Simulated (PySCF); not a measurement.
## Correlation energy of Ni²⁺ (nickel, charge +2)

[Ar] 3d7 4s1, 4s spin antiparallel (an excited configuration). All numbers are calculated (PySCF 2.14, scalar relativity by spin-free X2C-1e, in x2c-QZVPPall). Frozen: [Ne]; 16 electrons correlated.

MP2 pair energies summed by pair of shells (mhartree):

| pair | energy | share (%) |
| --- | --- | --- |
| 3p-3d | -200.69 | 35.9 |
| 3d-3d | -188.39 | 33.7 |
| 3p-3p | -58.04 | 10.4 |
| 3s-3d | -43.35 | 7.7 |
| 3s-3p | -29.63 | 5.3 |
| 3d-4s | -25.80 | 4.6 |
| 3p-4s | -8.13 | 1.5 |
| 3s-3s | -4.61 | 0.8 |
| 3s-4s | -0.71 | 0.1 |

Total MP2 correlation energy: -559.34 mhartree.

Same-spin part -181.51 and opposite-spin part -377.83 mhartree; SCS-MP2 scales them by 1/3 and 6/5 to -513.90 mhartree.

This basis was not built for core-valence correlation, so the inner-shell part is incomplete.
